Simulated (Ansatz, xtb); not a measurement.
System: CBr2, charge -1, multiplicity 2. SMILES of the parent species: Br[C]Br
Structure (B3LYP-D3(BJ)/def2-TZVP (Ansatz, a first-principles code) minimum search):
```xyz
3

C      0.1439    -0.0798     1.1441
Br     0.9012     1.3928    -0.1163
Br    -0.9259    -1.3792    -0.0798
```
Charge -1, spin multiplicity 2.

Harmonic wavenumbers from GFN2-xTB (xtb, at its own minimum), cm⁻¹: 153, 427, 493.

Question: Give the harmonic wavenumbers at B3LYP-D3(BJ)/def2-TZVP (Ansatz, finite differences of forces, unscaled).

Answer: 135, 377, 463 cm⁻¹. Zero-point energy 1.4 kcal/mol.

Question: From these and the geometry, give the ideal-gas thermochemistry at 298.15 K and 1 atm (rigid rotor, harmonic oscillator).

Answer: Point group C2v, rotational symmetry number 2. Rotational constants 28.72, 1.147, 1.103 GHz. S(trans) 41.33, S(rot) 25.21, S(vib) 4.69, S(elec, spin only) 1.38, S 72.6 cal/(mol K). H(298) - H(0) 3.16 kcal/mol; G - E(el) -17.1 kcal/mol.
